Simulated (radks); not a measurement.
All-electron atom: Si IV in [Ne] 3s1 (the NIST ground configuration). Method: non-relativistic Kohn-Sham, revTPSS, spin-polarised, spherical densities, point nucleus; open shells are filled with parallel spins first; meta-GGA in the generalised Kohn-Sham scheme; computed with a radial shooting solver on a logarithmic mesh with Libxc functionals. Some entries of the table are withheld. Estimate them.

| orbital | occ. | eigenvalue (eV) | <r^2> (bohr^2) | <1/r> (bohr^-1) |
|---|---|---|---|---|
| 1s up | 1 | -1827.125 | 0.01671 | 13.58 |
| 1s down | 1 | -1826.933 | 0.01671 | 13.58 |
| 2s up | 1 | -177.0299 | (1) | 2.578 |
| 2s down | 1 | -176.7476 | (2) | 2.578 |
| 2p up | 3 | -132.4082 | 0.3606 | 2.463 |
| 2p down | 3 | -132.1199 | 0.3588 | 2.465 |
| 3s up | 1 | -40.2955 | 3.891 | 0.7348 |
| 3p up | 0 | -31.4348 | 4.809 | 0.6556 |
| 3d up | 0 | -20.0912 | 7.034 | 0.4869 |

Answer. 
(1) 2s up <r^2> (bohr^2): 0.3828
(2) 2s down <r^2> (bohr^2): 0.3819
